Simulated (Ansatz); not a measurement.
Born–Oppenheimer molecular dynamics of C2H7BFNSi (13 atoms, charge 0, multiplicity 1). It starts from a relaxed structure.

Theory: Ansatz 0.2.0, RKS r2SCAN/STO-3G.

```
ensemble        : NVT, Langevin thermostat
time step       : 1 fs
steps asked     : 250
set temperature : 300 K
friction        : 0.05 /fs
masses          : H 2.014 u
seed            : 539948
```

First frame:

```xyz
13
Properties=species:S:1:pos:R:3
C -1.687 1.223 -1.373
B -0.856 1.302 -0.024
N -0.251 0.205 0.514
C 0.277 -0.843 1.038
F -0.466 -1.588 1.937
Si 2.042 -1.470 0.691
H -2.724 1.544 -1.197
H -1.272 1.915 -2.121
H -1.713 0.219 -1.815
H -0.731 2.332 0.536
H 1.966 -2.841 0.235
H 2.629 -0.625 -0.322
H 2.806 -1.408 1.917
```

How far do the bonds stretch over the last three quarters of this one trajectory? (Pairs bonded in most of those frames.)


```csv
bond,mean (Å),spread (Å),shortest,longest
C1–B2,1.592,0.025,1.54,1.65
C1–H7,1.105,0.022,1.06,1.15
C1–H8,1.103,0.024,1.04,1.17
C1–H9,1.102,0.028,1.04,1.18
B2–N3,1.369,0.027,1.32,1.44
B2–H10,1.184,0.035,1.09,1.30
N3–C4,1.287,0.018,1.24,1.32
C4–F5,1.389,0.031,1.33,1.45
C4–Si6,1.914,0.035,1.85,1.99
Si6–H11,1.451,0.029,1.38,1.52
Si6–H12,1.452,0.035,1.38,1.53
Si6–H13,1.449,0.030,1.40,1.53
```

Mean temperature of the second half: 304 K. A run of 0.25 ps of so small a system gives no equilibrium averages. Limits of this set-up: minimal basis.

Time of the run: 7.5 min on 1 thread of Intel(R) Xeon(R) 6975P-C (Granite Rapids), with other jobs on the host, peak memory 0.11 GiB.
